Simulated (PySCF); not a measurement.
Method: PySCF, r2SCAN, basis La def2-TZVP with ECP46, H def2-TZVP (scalar-relativistic core potentials, no spin–orbit coupling, density fitting).

```xyz
4
charge 0 multiplicity 1, angstrom
La    0.0000    0.0000   -0.0107
H     2.0121    0.0000    0.6603
H    -1.0060    1.7425    0.6603
H    -1.0060   -1.7425    0.6603
```

LaH3 (singlet), along the line from La1 (at 0) through H2 (at 2.121 Å). Core electrons replaced by a potential are absent, the electrostatic potential uses the reduced nuclear charge, and values within about 0.7 Å of such atoms have no physical meaning.

Task: Tabulate the fields along this line at 0.74, 0.85, 0.95, 1.06, 1.17, 1.27, 1.38, 1.48, 1.59, 1.70, 1.80, 1.91, 2.01, 2.23, 2.33, 2.44, 2.55, 2.65, 2.76, 2.86, 2.97, 3.08, 3.18, 3.29, 3.39 Å.

Result: 
```csv
distance (Å),electron density (e/Å³),electron localisation function,electrostatic potential (V)
0.74,1.68,0.826,62.4
0.85,1.35,0.785,42.4
0.95,0.986,0.684,29.2
1.06,0.719,0.542,20.3
1.17,0.557,0.438,14.2
1.27,0.484,0.451,10.1
1.38,0.479,0.614,7.52
1.48,0.529,0.841,6.36
1.59,0.63,0.962,6.93
1.70,0.789,0.993,10.1
1.80,1.03,0.999,18.2
1.91,1.39,1,38.1
2.01,1.91,1,104
2.23,1.77,1,104
2.33,1.17,1,37.8
2.44,0.764,1,17.3
2.55,0.504,1,8.29
2.65,0.338,1,3.68
2.76,0.228,1,1.19
2.86,0.155,1,-0.187
2.97,0.107,1,-0.94
3.08,0.0747,1,-1.34
3.18,0.0526,1,-1.53
3.29,0.0371,1,-1.59
3.39,0.0261,0.999,-1.59
```

On a grid of 0.11 Å the density has a local minimum along the bond near 1.38 Å from La, at 0.48 e/Å³, where the ELF is 0.61.

Stability towards spin polarisation was not tested.
